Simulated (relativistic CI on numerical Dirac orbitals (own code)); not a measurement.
# Hyperfine structure of Xe⁴³⁺, mass number 129

Method of calculation: Dirac-Coulomb-Breit CI, orbitals from a KLI potential per configuration, model QED (radiative potential, 1s self-energy scaled to tabulated hydrogen-like ionisation energies), unscaled Slater integrals (own radial code, finite nucleus).

CI space (outside the closed core [Ne]): 3s, 3p, 3d, 4s, 4p, 4d, 4f, 5s, 5p, 5d, 5f, 5g, 6s, 6p, 6d. Levels of other configurations are missing.

Nuclear spin I = 1/2, μ = -0.77796 μN (tables of Stone and Pyykkö). The electronic factors are computed for point nuclear moments, without core polarisation or the Bohr-Weisskopf and QED corrections.

```csv
Level,E (10³ cm⁻¹),A (GHz)
3s ²S1/2,0.0,-2452
3p ²P°1/2,808.1,-770.1
3p ²P°3/2,1502.2,-116.8
3d ²D3/2,2524.4,-60.95
3d ²D5/2,2679.5,-25.15
4s ²S1/2,12256.0,-1001
4p ²P°1/2,12590.0,-318
4p ²P°3/2,12872.3,-48.6
```

Levels with J = 0, under 50 % of one LS term, or S terms without an open s electron are left out. Small factors come from cancelling terms and can be off by tens of per cent or more.

At this charge energies of transitions that change n are usually good to better than 1 %, and those within a shell (Δn = 0) to a few per cent.

Give the hyperfine levels of 3s ²S1/2 relative to its centre of gravity.

With K = F(F + 1) − I(I + 1) − J(J + 1), E = AK/2: F = 0: 1839, F = 1: -612.9 GHz.
